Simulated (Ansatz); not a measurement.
The same hydrogenolysis along the group O, S, Se.

Isolated molecules relaxed with PBE0-D4/def2-TZVP in Ansatz; ΔE leaves out vibrations. CCSD(T)/CBS adds triple-zeta CCSD(T) − MP2 to the extrapolated MP2 energy (def2 sets, frozen cores). This one scheme is used for every species. DFT in def2-TZVPP. For Ge, Se outer-core shells are correlated without core-valence functions, which leaves a few kJ/mol of doubt a bond. Scalar relativity is left out up to krypton. Each species was taken in one conformer, which may not be the lowest.

```csv
reaction,CCSD/CBS(def2) (kcal/mol),PBE0-D4 (kcal/mol)
`C[O][GeH2][CH3]` + H₂ → `[CH3][GeH3]` + CH₃OH,1.9,1.1
`C[S][GeH2][CH3]` + H₂ → `[CH3][GeH3]` + CH₃SH,5.9,7.1
`[CH3][GeH2][Se]C` + H₂ → `[CH3][GeH3]` + `C[SeH]`,9.2,10.1
```

(1) Give the CCSD(T)/CBS values in the same order. (Estimate.)

Largest T1 diagnostic: 0.011, for `C[O][GeH2][CH3]`.

## Answers

(1) Computed: 2.9, 7.3, 10.5 kcal/mol.
